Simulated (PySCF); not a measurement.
Pb(OCH3)4 at several levels of theory

Computed with PySCF 2.14.0 (density fitting, no spin-orbit coupling) at the geometry relaxed with PBE0:

```xyz
21
Pb(OCH3)4 (singlet; a saddle point, relaxed within its symmetry)
Pb    0.0000    0.0000    0.0000
O     1.9337    0.8395    0.0000
C     3.1146    0.0849    0.0000
H     3.7163    0.3345   -0.8943
H     3.7163    0.3345    0.8943
H     2.9398   -1.0011    0.0000
O    -0.8395    1.9337    0.0000
C    -0.0849    3.1146    0.0000
H    -0.3345    3.7163   -0.8943
H    -0.3345    3.7163    0.8943
H     1.0011    2.9398    0.0000
O    -1.9337   -0.8395    0.0000
C    -3.1146   -0.0849    0.0000
H    -3.7163   -0.3345   -0.8943
H    -3.7163   -0.3345    0.8943
H    -2.9398    1.0011    0.0000
O     0.8395   -1.9337    0.0000
C     0.0849   -3.1146    0.0000
H     0.3345   -3.7163   -0.8943
H     0.3345   -3.7163    0.8943
H    -1.0011   -2.9398    0.0000
```

| level | basis | state | HOMO (eV) | gap (eV) | charge on Pb1 (e) | dipole about the centre of mass (D) | largest force component (eV/Å) |
| --- | --- | --- | --- | --- | --- | --- | --- |
| PBE0 | Pb def2-SVP with ECP60, O def2-SVP, C def2-SVP, H def2-SVP | singlet | -6.87 | 3.40 | 1.20 | 0.00 | 0.01 |
| r2SCAN | the same | singlet | -5.80 | 1.71 | 1.15 | 0.00 | 0.25 |
| BLYP | the same | singlet | -5.38 | 1.46 | 0.96 | 0.00 | 0.73 |
| BP86 | the same | singlet | -5.62 | 1.46 | 0.97 | 0.00 | 0.57 |

Charges are Mulliken's, which hang on the basis. The relaxation used the grid (50, 194), these runs (75, 302) or, all-electron (x2c bases, spin-free X2C Hamiltonian), (99, 590).

Q: What does B3LYP with Pb def2-SVP with ECP60, O def2-SVP, C def2-SVP, H def2-SVP give here?

A: state singlet, HOMO (eV) -6.62, gap (eV) 2.98, charge on Pb1 (e) 1.13, dipole about the centre of mass (D) 0.00, largest force component (eV/Å) 0.25. Time: 24 s on 4 threads of Intel(R) Xeon(R) Platinum 8488C (Sapphire Rapids), on a shared host, from an already converged density.

In the first row's basis the gap widens with exact exchange: 1.5 to 1.7 eV for BLYP, BP86, r2SCAN (none); 3.0 to 3.4 eV for B3LYP, PBE0 (a fixed share).
